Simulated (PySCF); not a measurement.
Ta(O)(OH)2(NH2) (H4NO3Ta), SMILES [NH2][Ta](=[O])([OH])[OH], multiplicity 1. Geometry optimised at B3LYP-D3(BJ)/def2-SVP. The multiplicity is an assumed one; other spin states were not compared. The def2 effective core potentials stand for the cores of Ta; spin–orbit coupling is left out. One conformer was computed; it need not be the lowest.

Computed equilibrium geometry at B3LYP-D3(BJ)/def2-SVP (PySCF confirms it by a frequency run) as a Z-matrix, and its point group (one conformer of several):
point group Cs.
```
Ta
O 1 1.7346
O 1 1.9247 2 111.27
H 3 0.9632 1 134.87 2 -6.86
O 1 1.9247 2 111.27 3 122.07
H 5 0.9632 1 134.87 2 6.86
N 1 1.9919 2 104.28 3 -118.97
H 7 1.0174 1 125.38 2 0.00
H 7 1.0190 8 109.81 1 180.00
```
